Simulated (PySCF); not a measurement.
C3H10OSi2, SMILES CC(=O)[SiH2]C[SiH3].

Geometry: PBE0-D3(BJ)/def2-SVP. This is a generated structure with no PubChem entry under its InChIKey; it may be hypothetical. The values are those of a single conformer.

The numbers are results of PySCF with PBE/def2-TZVP, not measurements.

Gas-phase values at a fixed geometry.

Computed frontier levels, gap, dipole moment and polarisability:
* **highest occupied level**: -5.48 eV
* **lowest empty level**: -2.32 eV
* **orbital gap**: 3.16 eV
* **dipole moment**: 1.88 D
* **quadrupole, principal values (traceless, Buckingham form, about the centre of nuclear charge)**: -9.87, 2.62, 7.25 D·Å
* **mean static polarisability**: 98.7 bohr³ (14.63 Å³)
* **polarisability, principal values**: 77.7, 92.1, 126.4 bohr³
